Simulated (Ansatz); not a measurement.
One change: `[CH3][SbH][SeH]` becomes `[GaH2][SbH][SeH]`.

Ansatz, PBE0-D4/def2-TZVP geometries, multiplicity 1. Each molecule was computed in one conformer, which needn't be the lowest.

Elements past krypton have def2 core potentials. Scalar relativity is left out up to krypton. Spin–orbit coupling is left out; it splits and shifts lone-pair levels of the heavy atoms by tenths of an eV.

```tsv
property	`[CH3][SbH][SeH]`
HOMO energy (PBE/def2-TZVPP) / eV	-5.63
size of the dipole moment (B3LYP/def2-TZVPP) / D	1.70
ideal-gas entropy at 298 K and 1 bar (rigid rotor, harmonic PBE0-D4/def2-TZVP) / J/(mol·K)	347
HOMO–LUMO gap (PBE/def2-TZVPP) / eV	3.76
size of the dipole moment (PBE/def2-TZVPP) / D	1.61
zero-point energy (PBE0-D4/def2-TZVP) / kJ/mol	134.7
```

Problem. Give the same properties after the change, and the shifts. (Best estimate.)

Solution. The calculation gave: 
| property | `[GaH2][SbH][SeH]` | shift |
| --- | --- | --- |
| HOMO energy (PBE/def2-TZVPP) / eV | -5.66 | -0.03 |
| size of the dipole moment (B3LYP/def2-TZVPP) / D | 1.33 | -0.37 |
| ideal-gas entropy at 298 K and 1 bar (rigid rotor, harmonic PBE0-D4/def2-TZVP) / J/(mol·K) | 379 | 32 |
| HOMO–LUMO gap (PBE/def2-TZVPP) / eV | 2.78 | -0.98 |
| size of the dipole moment (PBE/def2-TZVPP) / D | 1.22 | -0.39 |
| zero-point energy (PBE0-D4/def2-TZVP) / kJ/mol | 74.0 | -60.7 |

The zero-point energy changes by -60.7 kJ/mol with -3 modes. Dipoles are sizes alone; their direction can turn. Modes under 60 cm⁻¹, often nearly free rotors, make the harmonic entropy too high.

Positive LUMOs are unbound, so they and the gaps depend on the basis.

B3LYP here is the variant with VWN-RPA as its local correlation; programs differ in this.
